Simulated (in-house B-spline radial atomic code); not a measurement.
# Ionising Cu⁴⁺ with different functionals

Computed with a radial B-spline atomic code at the basis-set limit: four-component Dirac-Coulomb Hamiltonian, Fermi nucleus of rms radius 3.8823 fm, spin-restricted, spherical fractional occupations for the functionals, and exact exchange of hybrids averaged over the configuration. The ionisation energy is the difference of two self-consistent energies, [Ar] 3d7 → [Ar] 3d6, without Breit or QED terms; ε is the level of the shell that loses the electron (mean over j). The electron is taken from both j subshells in proportion to 2j + 1, so the result is a j average, not the step between ground levels.

```tsv
method	rung	ΔSCF (eV)	-ε(3d) (eV)
BHandHLYP	global hybrid	82.43	77.92
B3LYP	global hybrid	?	?
B97-1	global hybrid	?	?
HSE06	range-separated hybrid	82.68	73.99
```

Task: What does B97-1 give?

Result: ΔSCF 82.72 eV, and -ε(3d) = 73.85 eV.

Task: What does B3LYP give?

Result: ΔSCF 82.91 eV, and -ε(3d) = 73.89 eV.

Task: Among the functionals, which spreads more, the ΔSCF values or the orbital energies?

Result: The orbital energies: ΔSCF values span about 0.47 eV and the orbital energies 4.07 eV; here energy differences depend much less on the functional than eigenvalues do.

Task: How do they compare with the NIST value?

Result: NIST lists 79.8 eV ± 0.7 (semi-empirical, ground level to ground level). Errors run from +2.63 to +3.11 eV. The correlated functionals all miss on the same side by more than they spread, so the cause is common to them (Breit-QED terms, spin polarisation, the choice among j levels, multiplet and fine-structure energies, or a listed next ion that isn't the cheapest removal here) and closeness doesn't rank the functionals.
